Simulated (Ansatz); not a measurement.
The first iterations of a band of CH₂AlFOS (7 atoms, charge 0, multiplicity 1).

The calculation used RKS LDA/def2-SVP in Ansatz 0.2.0.

| Quantity | Value |
| --- | --- |
| movable images | 7 |
| climbing image | yes |
| spring | 5.0 eV/Å² |
| optimiser | quadratic models (default) |
| start path | through a guess of the saddle point |
| force threshold | 0.03 eV/Å |
| iteration limit | 60 |
| end points | relaxed |

Image 0:

```xyz
7
Properties=species:S:1:pos:R:3
F 0.085 -1.690 0.508
C -0.128 -0.384 0.239
S -0.540 0.518 1.750
O -1.061 -0.175 -0.743
Al 0.468 0.444 -1.404
H 0.566 0.097 2.432
H 0.671 1.121 -2.828
```

Image 8:

```xyz
7
Properties=species:S:1:pos:R:3
F 0.175 -1.758 0.438
C 0.161 -0.426 0.233
S 0.511 0.476 1.741
O -0.981 -0.042 -0.468
Al 0.383 0.458 -1.457
H -0.660 0.135 2.375
H 0.472 1.089 -2.908
```

| iteration | highest image above the first end (eV) | largest band force component (eV/Å) |
| --- | --- | --- |
| 1 | 37.813 | 149.130 |
| 2 | 5.356 | 26.305 |
| 3 | 3.155 | 17.554 |
| 4 | 0.846 | 7.172 |

Question: Does the band converge within its limit, and where does its top end?

Answer: The forces met the threshold. It ended after 12 iterations with the highest image 0.125 eV above the first end. A vibrational analysis at the climbing image gives one clearly imaginary mode, 220i cm⁻¹: a first-order saddle point.

The run took 2.5 min on 1 thread of Arm Neoverse V1 (shared host), peak memory 0.12 GiB.
